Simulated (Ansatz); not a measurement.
Stepwise reaction of `N[Si](F)(Cl)Cl` with hydrogen, as a gas-phase model of exchange steps in deposition or etching. ΔE in kJ/mol; ΔG adds harmonic PBE0-D4 terms to CCSD(T)/CBS, at 1 bar.

Computed with Ansatz on PBE0-D4/def2-TZVP structures; ΔE is electronic, products minus reactants. CCSD(T)/CBS adds triple-zeta CCSD(T) − MP2 to the extrapolated MP2 energy (def2 sets, frozen cores). This one scheme is used for every species. Functionals use def2-TZVPP. B3LYP here is the variant with VWN-RPA as its local correlation; programs differ in this. Each species was taken in one conformer, which may not be the lowest.

| step | reaction | PBE-D4 | B3LYP-D4 | ωB97M-V | CCSD(T)/CBS | ΔG(400 K) |
| --- | --- | --- | --- | --- | --- | --- |
| 2 | `N[SiH](F)Cl` + H₂ → `N[SiH2]F` + HCl | 87.8 | 86.5 | 89.1 | 87.2 | 84.8 |

Question: Give the row of step 1, `N[Si](F)(Cl)Cl` + H₂ → `N[SiH](F)Cl` + HCl. (Estimate.)

Answer: Ansatz gave: 
```tsv
step	reaction	PBE-D4	B3LYP-D4	ωB97M-V	CCSD(T)/CBS	ΔG(400 K)
1	`N[Si](F)(Cl)Cl` + H₂ → `N[SiH](F)Cl` + HCl	80.3	79.0	81.2	78.8	75.6
```

Question: By hand: ΔE of the 2 steps together at CCSD(T)/CBS.

Answer: (78.8) + (87.2) = 166.0 kJ/mol, or 83.0 kJ/mol a step.

In ΔE each step is higher than the one before. All are uphill at CCSD(T)/CBS. ΔG lies between 75.6 and 84.8 kJ/mol a step. PBE-D4 differs from CCSD(T)/CBS by 0.6 to 1.5 kJ/mol a step. Isolated molecules leave out the surface, adducts and barriers. Largest T1 diagnostic: 0.011.
